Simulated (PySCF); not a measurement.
The complex [CrF4]2- (charge -2) contains Cr(II), shell d4. The structure is a PBE0-D3(BJ)/def2-TZVP, IEF-PCM water geometry optimised for multiplicity 5; coordination square planar, point group D4h, metal–donor distances 1.94 Å.

```
5

Cr    0.000    0.000    0.000
F     1.941    0.000    0.000
F    -1.941    0.000    0.000
F     0.000    1.941    0.000
F     0.000   -1.941    0.000
```

Method (PySCF 2.14, density fitting): CASSCF(4,5) with orbitals averaged over all microstates of the shell, strongly contracted NEVPT2 on the averaged canonical orbitals; basis x2c-TZVPall on the metal, x2c-SVPall elsewhere; spin-free X2C; IEF-PCM water; spin-orbit coupling by state interaction with the mean-field operator over all roots.

Task: What is the ground state?

Result: 5B1g (S = 2, orbital degeneracy 1), orbital occupations from the lowest 1.0 1.0 1.0 1.0 0.0, by NEVPT2.

Task: List the excited states of the same spin.

Result: By NEVPT2: 5B2g at 15543 cm⁻¹ (643 nm); 5Eg at 21819 cm⁻¹ (458 nm); 5A1g at 26522 cm⁻¹ (377 nm). All are electric-dipole forbidden at this geometry.

Task: Which is the lowest state of another spin?

Result: 3Eg at 16770 cm⁻¹ by NEVPT2; CASSCF alone puts it at 19994 cm⁻¹ above the same ground state.

Task: What ligand-field parameters describe the result?

Result: At CASSCF level (the NEVPT2 levels don't fit a ligand-field model well): orbital energies 0, 3939, 3939, 9860, 23823 cm⁻¹; B = 965 cm⁻¹; C = 3669 cm⁻¹; B over its free-ion value at the same level 0.928; rms of the fit 418 cm⁻¹; ζ = 226 cm⁻¹ (free ion 239).

Task: What magnetic behaviour follows?

Result: The ground multiplet follows a spin Hamiltonian with S = 2, g = 1.974, 1.997, 1.997, D = -1.50 cm⁻¹, E/|D| = 0.00 (spin-orbit part alone); the lowest levels hold 100 % of the spin-free ground state. μeff is 4.88 μB at 300 K and 4.84 μB at 10 K; the spin-only value is 4.90 μB.

NEVPT2 lifts 5B2g from 13164 to 15543 cm⁻¹; on the d shell alone such lifts tend to overshoot. Gaps between spin states lean to high spin in this active space.

The job took 8.5 s on one thread of Arm Neoverse V1 (shared host), with 104 basis functions, launched as `OMP_NUM_THREADS=1 python lf_run.py task.json out`.
